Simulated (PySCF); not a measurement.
**Worked example: oscillator strength and radiative lifetime**

Si(H)(NHSiH3)(Me)2 (C2H11NSi2), SMILES C[SiH](C)N[SiH3].

The structure is a stationary point at B3LYP-D3(BJ)/def2-SVP. The values are those of a single conformer.

PySCF with TDA-PBE/def2-SVPD puts the first singlet state with f over 0.02 at 6.27 eV (vertical), with the transition dipole (-0.511, 0.298, -0.136) in atomic units.

### Question
Find the oscillator strength, the wavelength and the radiative lifetime that this transition would have in vacuum if emission retraced absorption.

### Answer

|μ|² = 0.3684 au, so |μ| = 1.54 D. ΔE = 6.27/27.211 = 0.2304 hartree. f = (2/3) ΔE |μ|² = 0.057 (the program prints 0.057).
λ = 1239.84/6.27 = 198 nm; ν = 50571 cm⁻¹.
Einstein's coefficient A = 0.6670 ν² f s⁻¹ (ν in cm⁻¹) = 9.7e7 s⁻¹, so τ = 1/A = 10 ns. This state is S3; the lower singlets have f = 0.008, 0.015. The figure is the radiative limit of this one transition; relaxation, internal conversion, crossing to triplets and a medium change what is measured.
